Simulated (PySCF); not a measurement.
Species: C₄H₉FSSi.
SMILES with atom numbers: `[CH3:1][CH2:2][Si:3]1([F:4])[CH2:5][S:6][CH2:7]1`

Probes without a nucleus sit at each ring's centroid and 1 Å off its mean plane on both sides; NICS is minus the shielding there, NICSzz its component along the normal. Level: GIAO PBE0/pcSseg-1 (PySCF, non-relativistic, gas phase) on the GFN2-xTB geometry, one conformer.

Ring bond lengths (Å), with Mayer bond orders in brackets: Si3–C5 1.905 (0.84), C5–S6 1.841 (1.00), S6–C7 1.844 (1.00), C7–Si3 1.907 (0.84).

**Question.** Give the NICS values of each ring in ppm.

**Answer.** 
```csv
ring,type,NICS(0),"NICS(1), two faces","NICS(1)zz, two faces",rms pucker (Å),"centre to ring atoms, mean (Å)"
Si3–C5–S6–C7,4-membered ring with S and Si; formal bonds all single,-3.3,-0.2 / -1.3,5.1 / 4.3,0.03,1.32
```

**Question.** What can be read from them?

**Answer.** 
- Si3–C5–S6–C7: mean NICS(1)zz 4.7 ppm, deshielded. Si3, C5, C7 have four or more neighbours, and the NICS criterion for π rings isn't applied.

**Question.** At the second NICS(1) probe listed for ring Si3–C5–S6–C7, 1 Å off the ring, what do the in-plane components average?

**Answer.** The isotropic value is a third of the trace: (3 × -1.3 − (4.3))/2 = -4.1 ppm.

**Question.** Give the inner angles of the rings and the Hirshfeld charges of the ring atoms.

**Answer.** 
- Si3–C5–S6–C7: Si3 85.4° (+0.478 e), C5 92.7° (-0.179 e), S6 89.1° (-0.025 e), C7 92.6° (-0.178 e); sum 359.8° against 360° for a flat convex ring.

The values belong to the conformer `[CH3:1][CH2:2][Si:3]1([F:4])[CH2:5][S:6][CH2:7]1`: C1–C2–Si3–F4 50°.
